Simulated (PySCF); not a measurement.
**C³⁺ (carbon, charge +3) across methods**

[He] 2s1, 2S determinant. Calculation: PySCF 2.14, in dyall-av3z (15s9p3d2f, 71 functions); the spin-free X2C one-electron Hamiltonian (Gaussian nucleus).

```tsv
method	E (hartree)	mean ε 1s α (eV)	mean ε 1s β (eV)	mean ε 2s α (eV)	Σ⟨r²⟩ (bohr²)	⟨S²⟩
UHF	-34.74071	-368.12	-365.75	-64.387	2.104	0.750
LDA	-34.4191	-329.43	-328.33	-57.280	2.104	0.750
BLYP	-34.7987	-332.65	-331.73	-57.602	2.078	0.750
B3LYP	-34.7966	-339.94	-338.73	-59.158	2.082	0.750
MN15	-34.8261	-337.70	-337.31	-60.083	2.089	0.750
PBE	-34.7449	-332.15	-331.05	-57.711	2.090	0.750
r2SCAN	-34.7888	-335.85	-334.95	-58.097	2.091	0.750
B97-3	-34.7973	-342.17	-341.00	-59.566	2.078	0.750
PBE0	-34.7576	-341.32	-339.93	-59.494	2.091	0.750
```
